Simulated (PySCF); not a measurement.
CClF3, SMILES FC(F)(F)Cl.

Geometry: B3LYP-D3(BJ)/def2-SVP.

Two levels are set side by side: TDA-PBE/def2-SVPD (PySCF) and TDA-B3LYP/def2-SVPD (PySCF). Vertical, same geometry. The lowest singlet is HOMO→LUMO 98 % with PBE and HOMO→LUMO 98 % with the other functional; states are paired by order. Differences are taken from unrounded values.

```tsv
quantity	TDA-B3LYP
lowest singlet excitation (eV)	7.76
lowest triplet excitation (TDA) (eV)	6.85
first bright state (f over 0.05) (eV)	9.48
its oscillator strength	0.08
```

What does TDA-PBE give, and how far is it from TDA-B3LYP? (The exact figures need the calculation; the answer reports its results.)


| quantity | TDA-PBE | TDA-PBE minus TDA-B3LYP |
|---|---|---|
| lowest singlet excitation (eV) | 7.61 | -0.16 |
| lowest triplet excitation (TDA) (eV) | 6.72 | -0.13 |
| first bright state (f over 0.05) (eV) | 9.73 | 0.24 |
| its oscillator strength | 0.08 | 0.00 |

Rough cost on one machine, each run with all the roots and properties that it gave: TDA-B3LYP against TDA-PBE within a factor of 2.
